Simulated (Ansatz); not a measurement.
Compare A (`[SiH3]OC1=CC1`) with its isomer B (`OC#CC[SiH3]`).

Program: Ansatz. Geometries: PBE0-D4/def2-TZVP. ΔE: electronic, gas phase. CBS: MP2 limit from def2 TZ/QZ plus the TZ coupled-cluster correction, frozen cores. DFT in def2-TZVPP. B3LYP here is the variant with VWN-RPA as its local correlation; programs differ in this. One conformer a species, not always the lowest.

Problem. Which isomer does CCSD(T)/CBS put lower? Give the gap. (Best estimate.)

Solution. Computed: A, by 31.7 kJ/mol.

Problem. Give E(B) − E(A) in kJ/mol with B3LYP, B3LYP-D4, MP2/def2-TZVPP, PBE0-D4, r2SCAN-D4, ωB97M-V, HF/def2-TZVPP. (Best estimate.)

Solution. Ansatz gave: B3LYP 28.8, B3LYP-D4 31.0, MP2/def2-TZVPP 33.6, PBE0-D4 36.8, r2SCAN-D4 39.4, ωB97M-V 34.1, HF/def2-TZVPP 28.6. None reverses the order clearly.

Largest T1 diagnostic: 0.012.

In def2-TZVPP, CCSD(T) changes the Hartree–Fock value by +3.5 kJ/mol (the triples alone add +0.6 kJ/mol) and MP2 by +5.1 kJ/mol. From PBE to PBE0 (25 % exact exchange), in def2-TZVPP and without D4, E(B) − E(A) moves by +3.5 kJ/mol.
